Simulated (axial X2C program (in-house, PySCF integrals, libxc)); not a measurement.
Spin–orbit effects down a group: molecules with Ge, HF

All values come from calculations with an in-house relativistic program for diatomic molecules, spin-free (one-electron X2C) or two-component (2c: spin–orbit coupling with atomic mean-field Coulomb and Gaunt terms, which also bring small scalar terms), in Dyall basis sets with cores contracted in-house; open shells are unrestricted.

Basis sets: Al dyall-v3z, B dyall-v3z, Ga dyall-cv3z, Ge dyall-cv3z, In dyall-cv3z.

| molecule | spin-free state | Re (Å) | ωe (cm⁻¹) | De (eV) | 2c state | Re 2c (Å) | ωe 2c (cm⁻¹) | De 2c (eV) |
| --- | --- | --- | --- | --- | --- | --- | --- | --- |
| GeB | M_S = 3/2, Λ = 0 | 1.940 | 708.2 | 1.98 | Ω = 3/2 | 1.940 | 705.5 | n/a |
| AlGe | M_S = 3/2, Λ = 0 | 2.532 | 278.2 | 1.57 | Ω = 3/2 | 2.532 | 278.1 | n/a |
| GaGe | ? | ? | ? | ? | ? | ? | ? | ? |
| InGe | M_S = 3/2, Λ = 0 | 2.740 | 165.8 | 1.39 | Ω = 3/2 | 2.741 | 165.3 | n/a |

(1) Estimate the 2c Re and ωe of GaGe as the mean of its neighbours in the table.

Each entry is the lowest single determinant of a limited PBE0 search at one distance. De goes to single-determinant-based atoms at the same level (for ions the charge split of lowest energy) and is withheld (n/a) where an atom does not fit its ground term or J level. Main or longest-lived isotopes. One determinant is a doubtful description, or other states lie close, for GeB, AlGe, GaGe, InGe; these need not be ground states, and all values refer to the states named. With several unpaired electrons the Ω given is that of one determinant, not necessarily of the lowest component.

Results:

(1) Re ≈ 2.636 Å, ωe ≈ 221.7 cm⁻¹. The HF runs give the row below, so the estimate misses by 0.087 Å and 23.2 cm⁻¹.

```tsv
molecule	spin-free state	Re (Å)	ωe (cm⁻¹)	De (eV)	2c state	Re 2c (Å)	ωe 2c (cm⁻¹)	De 2c (eV)
GaGe	M_S = 3/2, Λ = 0	2.547	198.8	1.48	Ω = 3/2	2.549	198.5	n/a
```
